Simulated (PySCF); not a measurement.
C4H3NOS, SMILES O=Cc1nccs1. Atoms are numbered in the order given.

```xyz
10

O     -0.3026    -2.6106     0.0000
C      0.6074    -1.8215     0.0000
C      0.4244    -0.3621     0.0000
N      1.4026     0.5027     0.0000
C      0.9244     1.7699     0.0000
C     -0.4480     1.8793     0.0000
S     -1.1684     0.3308     0.0000
H      1.6817    -2.1245     0.0000
H      1.6140     2.6159     0.0000
H     -1.0487     2.7880     0.0000
```
Charge 0, spin multiplicity 1.

Geometry: PBE0-D3(BJ)/def2-SVP. One conformer was computed; it need not be the lowest.

Two levels are set side by side: PBE/pcSseg-1 (PySCF) and PBE0/pcSseg-1 (PySCF). GIAO shifts against H2O (¹⁷O), H2S (³³S), NH3 (¹⁵N), TMS (¹H), TMS (¹³C) at the same level; non-relativistic, no solvent, atoms listed together averaged. Differences are taken from unrounded values.

```
quantity             PBE0
------------------  -----
δ(¹⁷O) of O1 (ppm)  660.9
δ(¹³C) of C2 (ppm)  188.6
δ(¹³C) of C3 (ppm)  174.2
δ(¹⁵N) of N4 (ppm)  384.5
δ(¹³C) of C5 (ppm)  151.6
δ(¹³C) of C6 (ppm)  136.8
δ(³³S) of S7 (ppm)  498.8
δ(¹H) of H8 (ppm)   10.17
δ(¹H) of H9 (ppm)    8.40
δ(¹H) of H10 (ppm)   7.83
```

Task: What does PBE give, and how far is it from PBE0? (The exact figures need the calculation; the answer reports its results.)

Result: 
```tsv
quantity	PBE	PBE minus PBE0
δ(¹⁷O) of O1 (ppm)	653.7	-7.2
δ(¹³C) of C2 (ppm)	185.3	-3.3
δ(¹³C) of C3 (ppm)	172.1	-2.0
δ(¹⁵N) of N4 (ppm)	378.0	-6.4
δ(¹³C) of C5 (ppm)	150.2	-1.4
δ(¹³C) of C6 (ppm)	133.8	-2.9
δ(³³S) of S7 (ppm)	507.1	8.2
δ(¹H) of H8 (ppm)	10.28	0.10
δ(¹H) of H9 (ppm)	8.33	-0.07
δ(¹H) of H10 (ppm)	7.68	-0.15
```

Rough cost on one machine, each run with all the roots and properties that it gave: PBE0 against PBE within a factor of 2.
